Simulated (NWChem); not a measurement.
System: C$_{2}$H$_{7}$B; SMILES BCC

```xyz
10

B     -0.2890    -1.4312     0.0273
H      0.2863    -2.4790     0.2265
H     -1.4782    -1.4650    -0.2096
C      0.5114    -0.1003    -0.0175
C     -0.2431     1.2222     0.0247
H      1.0159    -0.2261    -1.0065
H      1.3601    -0.1184     0.6891
H     -0.7108     1.3805     1.0090
H     -1.0516     1.2464    -0.7224
H      0.4132     2.0858    -0.1658
```
Atoms are numbered in this order, from 1.

Structure relaxed at the PBE0/def2-SVP level.

Question: List the 6 lowest vertical singlet excitations from PBE0/def2-SVP, full TDDFT (NWChem).

Answer: 
```json
[
 {"state": "S1", "energy (eV)": "5.79", "oscillator strength": "0.001", "leading excitation (squared amplitude)": "HOMO → LUMO (0.94)"},
 {"state": "S2", "energy (eV)": "5.86", "oscillator strength": "0.001", "leading excitation (squared amplitude)": "HOMO−1 → LUMO (0.95)"},
 {"state": "S3", "energy (eV)": "7.44", "oscillator strength": "0.040", "leading excitation (squared amplitude)": "HOMO−2 → LUMO (0.97)"},
 {"state": "S4", "energy (eV)": "8.07", "oscillator strength": "0.010", "leading excitation (squared amplitude)": "HOMO−3 → LUMO (0.96)"},
 {"state": "S5", "energy (eV)": "9.11", "oscillator strength": "0.011", "leading excitation (squared amplitude)": "HOMO−4 → LUMO (0.96)"},
 {"state": "S6", "energy (eV)": "9.34", "oscillator strength": "0.009", "leading excitation (squared amplitude)": "HOMO → LUMO+1 (0.97)"}
]
```
